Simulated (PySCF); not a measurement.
NICS in isomers of C6H10N2Si.

Probes without a nucleus sit at each ring's centroid and 1 Å off its mean plane on both sides; NICS is minus the shielding there, NICSzz its component along the normal. Level: GIAO PBE0/pcSseg-1 (PySCF, non-relativistic, gas phase) on the GFN2-xTB geometries, one conformer each. Atom numbers follow the mapped SMILES.

Task: Order these rings by mean NICS(1)zz, lowest (most negative) first (ppm).
A. ring N5–C6–C7–C8–C9 in `[CH2:1]=[N:2][CH2:3][SiH2:4][n:5]1[cH:6][cH:7][cH:8][cH:9]1`
B. ring C3–N4–N5–C6–C7–C8 in `[CH3:1][CH2:2][c:3]1[n:4][n:5][cH:6][cH:7][c:8]1[SiH3:9]`
C. ring C4–C5–C6–Si7 in `[CH3:1][N:2]([CH3:3])[C@@H:4]1[CH:5]=[CH:6][Si@H:7]1[C:8]#[N:9]`
D. ring C5–C6–N7–Si8–N9 in `[CH:1]#[C:2][C:3](=[CH2:4])[C@H:5]1[CH2:6][NH:7][SiH2:8][NH:9]1`
E. ring C5–C6–C7 in `[CH3:1][NH:2][C@@H:3]1[SiH2:4][C@@:5]12[CH2:6][C@H:7]2[C:8]#[N:9]`

Result: A (-29.6), B (-27.1), E (-20.3), D (-3.0), C (2.6).

```
                          SMILES                                                      ring  NICS(0)  NICS(1)  NICS(1)zz  HOMA  rms pucker (Å)  ring atoms with four or more neighbours
               C=NC[SiH2]n1cccc1         5-membered ring with N; formal bonds all aromatic    -12.9    -10.9      -29.6  0.82            0.00                                        0
                CCc1nnccc1[SiH3]       6-membered ring with 2 N; formal bonds all aromatic     -4.9    -11.2      -27.1  0.97            0.00                                        0
CN[C@@H]1[SiH2][C@@]12C[C@H]2C#N            3-membered carbocycle; formal bonds all single    -42.1     -7.1      -20.3     –            0.00                                        3
        C#CC(=C)[C@H]1CN[SiH2]N1  5-membered ring with 2 N and Si; formal bonds all single     -7.7     -2.8       -3.0     –            0.14                                        3
       CN(C)[C@@H]1C=C[Si@H]1C#N  4-membered ring with Si; formal bonds 1 double, 3 single      1.1     -2.7        2.6     –            0.01                                        2
```

NICS(0) gives another order. The isotropic NICS(1) gives another order. HOMA uses Krygowski's 1993 parameters; it is left out where a ring has a four-coordinate atom, a triple bond, no multiple bond or a kind of bond without parameters. NICS(1) and NICS(1)zz are means over the two faces.
